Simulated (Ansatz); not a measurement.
```
atom   x (Å)   y (Å)   z (Å)
  Cr  0.0000  0.0000  0.0000
   C  0.0000  0.0000  1.6300
```

Basis set: pcseg-2 (spherical functions). Charge 0, multiplicity 1.

Computed with Ansatz (development build ahead of 0.2.0); each method stands on the lowest determinant of its kind that the runs found. Restricted functionals stand beside restricted open-shell atoms, which can lie above the unrestricted atoms usual in DFT and then raise those values.

The atomization energy at this shape (free ground-state atoms in the same class of orbitals less the molecule, no zero-point energy) of singlet CrC:

```json
{"method": "PBE (unrestricted)", "atomization energy": "3.27 eV"}
{"method": "RHF", "atomization energy": "-6.04 eV"}
```

Q: What does PBE (restricted) give?

A: 2.52 eV. Caution: another spin multiplicity may lie lower. Caution for PBE (unrestricted): the unrestricted determinant is a mixture of spin states. Caution for PBE (restricted): an unrestricted determinant lies well below. Caution for RHF: no unrestricted run beside it, a lower state can exist; the molecule lies well above its atoms at this level.

The shape needn't be a minimum at these levels.
